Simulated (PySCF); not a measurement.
# [CrBr4]2-: multiplets, ligand field and magnetism

[CrBr4]2- holds Cr(II), d4, at total charge -2. The structure is a model geometry with rigid ligands and bond lengths from ionic radii, not a minimum; coordination tetrahedral, point group Td, metal–donor distances 2.54 Å.

```
5

Cr    0.0000    0.0000    0.0000
Br    1.4665    1.4665    1.4665
Br   -1.4665   -1.4665    1.4665
Br   -1.4665    1.4665   -1.4665
Br    1.4665   -1.4665   -1.4665
```

Method (PySCF 2.14, density fitting): CASSCF(4,5) with orbitals averaged over all microstates of the shell, strongly contracted NEVPT2 on the averaged canonical orbitals; basis x2c-TZVPall on the metal, x2c-SVPall elsewhere; spin-free X2C; IEF-PCM water; spin-orbit coupling by state interaction with the mean-field operator over all roots.

## Spin-free states

| 2S+1 | deg. | symmetry | free-ion term | CASSCF / cm⁻¹ | NEVPT2 / cm⁻¹ | f(ED) | occupations |
| --- | --- | --- | --- | --- | --- | --- | --- |
| 5 | 3 | 5T2 | 5D 1.00 | 0 | 0 | – | 1.0 1.0 0.7 0.7 0.7 |
| 5 | 2 | 5E | 5D 1.00 | 2664 | 3186 | 8.7e-05 | 0.5 0.5 1.0 1.0 1.0 |
| 3 | 3 | 3T1 | 3H 0.76 | 17068 | 15410 | – | 1.4 1.4 0.4 0.4 0.4 |
| 3 | 3 | 3T2 | 3H 0.90 | 18024 | 16850 | – | 1.1 1.1 0.6 0.6 0.6 |
| 3 | 3 | 3T1 | 3H 0.71 | 19162 | 17837 | – | 1.0 1.0 0.7 0.7 0.7 |
| 3 | 2 | 3E | 3H 0.93 | 19942 | 19184 | – | 0.7 0.7 0.9 0.9 0.9 |
| 3 | 3 | 3T1 | 3P 0.67 | 21143 | 19249 | – | 0.8 0.8 0.8 0.8 0.8 |
| 3 | 3 | 3T2 | 3F 0.47 | 21646 | 19314 | – | 1.0 1.0 0.7 0.7 0.7 |
| 1 | 1 | 1A1 | 1I 0.55 | 23926 | 20631 | – | 1.8 1.8 0.1 0.1 0.1 |
| 3 | 3 | 3T2 | 3G 0.54 | 23228 | 21044 | – | 0.8 0.8 0.8 0.8 0.8 |
| 3 | 3 | 3T1 | 3F 0.48 | 22734 | 21047 | – | 0.6 0.6 0.9 0.9 0.9 |
| 3 | 1 | 3A2 | 3F 1.00 | 23089 | 21069 | – | 0.6 0.6 0.9 0.9 0.9 |
| 3 | 2 | 3E | 3G 0.92 | 24130 | 22012 | – | 0.7 0.7 0.9 0.9 0.9 |
| 1 | 3 | 1T1 | 1I 0.72 | 25546 | 23096 | – | 1.4 1.4 0.4 0.4 0.4 |
| 3 | 1 | 3A1 | 3G 1.00 | 25742 | 23753 | – | 0.5 0.5 1.0 1.0 1.0 |

Only the lowest 15 spin-free levels are listed. Energies are counted from the ground state at NEVPT2 level. Weights follow the labels. f(ED) is the electric-dipole oscillator strength from the ground state at the fixed geometry, without vibronic coupling; occupations, where given, run over the ligand-field orbitals from the lowest.

Ligand-field fit:

```tsv
cm⁻¹	CASSCF
10Dq	2490
B	956
B, free ion	1040
C	3580
C, free ion	3845
rms of the fit	94
```

```csv
orbital,CASSCF / cm⁻¹,metal share,main function
1,0,0.98,degenerate set
2,0,0.98,degenerate set
3,2490,0.94,degenerate set
4,2490,0.94,degenerate set
5,2490,0.94,degenerate set
```

ζ = 203 cm⁻¹, against 239 for the free ion. Spin-orbit coupling on the heavy ligands mixes in, so a single ζ doesn't describe the levels.

Spin-orbit levels:

| E / cm⁻¹ | deg. | make-up |
| --- | --- | --- |
| 0.0 | 1 | 0.99 5T2 |
| 13.3 | 3 | 1.00 5T2 |
| 25.5 | 3 | 1.00 5T2 |
| 124.8 | 2 | 1.00 5T2 |
| 132.7 | 3 | 1.00 5T2 |
| 207.1 | 3 | 1.00 5T2 |
| 3288.6 | 1 | 1.00 5E |
| 3292.7 | 3 | 1.00 5E |
| 3296.8 | 2 | 1.00 5E |
| 3300.6 | 3 | 0.99 5E |
| 3304.4 | 1 | 0.99 5E |
| 15335.0 | 1 | 0.99 3T1 |
| 15447.6 | 3 | 1.00 3T1 |
| 15560.1 | 2 | 0.99 3T1 |
| 15569.4 | 3 | 1.00 3T1 |
| 16902.4 | 3 | 0.99 3T2 |
| 16918.1 | 2 | 0.99 3T2 |
| 16979.8 | 3 | 1.00 3T2 |
| 17011.8 | 1 | 1.00 3T2 |
| 17900.2 | 2 | 0.98 3T1 |
| 17903.9 | 3 | 0.98 3T1 |
| 17928.8 | 3 | 0.99 3T1 |
| 17966.1 | 1 | 0.99 3T1 |
| 18975.9 | 1 | 0.98 3T1 |

Only the lowest levels are listed: 53 of 210 states.

## Magnetism

Degenerate or low-lying orbital states mix with the ground state, so no spin-only Hamiltonian applies. The lowest spin-orbit level is 1-fold; the next lies at 13.3 cm⁻¹. μeff is 4.75 μB at 300 K and 3.24 μB at 10 K; the spin-only value is 4.90 μB.

```csv
T / K,χT / cm³ K mol⁻¹,μeff / μB
2,0.342,1.65
5,0.827,2.57
10,1.314,3.24
20,1.624,3.60
30,1.756,3.75
50,1.946,3.94
75,2.141,4.14
100,2.298,4.29
150,2.517,4.49
200,2.655,4.61
250,2.748,4.69
300,2.817,4.75
```

Powder magnetisation at 2 K: 0.15 μB at 0.5 T, 0.30 μB at 1 T, 0.60 μB at 2 T, 0.87 μB at 3 T, 1.32 μB at 5 T, 1.67 μB at 7 T.

The ground state is orbitally degenerate in this regular structure, which would distort (Jahn–Teller), so its moment is that of the undistorted model. NEVPT2 lifts 5E from 2664 to 3186 cm⁻¹; on the d shell alone such lifts tend to overshoot. Gaps between spin states lean to high spin in this active space.

The job took 35 s on one thread of Arm Neoverse V1 (shared host), with 176 basis functions and a peak of 0.53 GiB, launched as `OMP_NUM_THREADS=1 python lf_run.py task.json out`.
